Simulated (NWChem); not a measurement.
Species: SiHOIF₂; SMILES F[Si](F)(O)I

```xyz
6

O     -1.6145     1.6229    -0.0090
Si    -0.0487     1.1759    -0.0005
F      0.7143     1.7763     1.2794
F      0.7284     1.7750    -1.2724
I      0.0798    -1.2126     0.0005
H     -1.8223     2.5639    -0.0032
```
Atoms are numbered in this order, from 1.

Results from NWChem. STO-3G and 3-21G are far too small for this property and stand as cheap habits. All runs use the structure optimised with PBE0/def2-SVP (def2 core potentials past Kr). Field at 589 nm.

**Question.** Predict the results for B3LYP/STO-3G (all-electron, non-relativistic). Quantities: isotropic polarisability (bohr³); anisotropy (bohr³).

**Answer.** 
| Property | Result |
|---|---|
| isotropic polarisability (bohr³) | 21.8 |
| anisotropy (bohr³) | 28.0 |
